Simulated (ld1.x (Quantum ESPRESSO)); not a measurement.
# Transferability test, TM potential for magnesium

ld1.x (Quantum ESPRESSO) 7.5 input, shortened:

```
&input
   title='Mg', zed=12., rel=1, dft='PBE', iswitch=3,
   config='[Ne] 3s2 3p0'
 /
 &inputp
   pseudotype=2, tm=.true., lloc=0,
   nlcc=.false.
 /
2
2P  2  1   6.00   0.00  1.10  1.10  0.0
2S  1  0   2.00   0.00  0.95  0.95  0.0
 &test
   configts(1)='2s2 2p6 3s2 3p0'
 /
```

Occupied shells without a wave of their own: 3s. They enter only through the test configuration that unscreens the potential.

Energies are relative to the spin-unpolarised reference configuration 2s2 2p6 3s2 3p0; without spin polarisation the order of configurations can differ from experiment.

```csv
valence configuration,charge,ΔE all-electron (eV),error AE − PS (meV)
2s2 2p6 3s1 3p0,+1,7.960,-133
2s2 2p6 3s1.5 3p0,+0.5,3.144,-56
2s1 2p6 3s2 3p0,+1,91.471,-72
2s2 2p6 3s0 3p2,0,7.183,-242
2s2 2p6 3s0 3p1,+1,12.328,-298
```

**Question.** What are ΔE and the potential's error for 2s2 2p6 3s0 3p0?

**Answer.** ΔE = 22.986 eV all-electron; the error (AE − PS) is -371 meV.

**Question.** What are ΔE and the potential's error for 2s2 2p5 3s2 3p0?

**Answer.** ΔE = 58.542 eV all-electron; the error (AE − PS) is +274 meV.

Levels in the configuration 2s2 2p6 3s1.5 3p0:

```csv
level,all-electron (eV),pseudo (eV)
2s,-84.107,-84.163
2p,-50.873,-50.927
3s,-7.920,-8.051
```

The 3s level has no wave, so the channel is fitted at the deeper level alone: the likely source of the large errors.
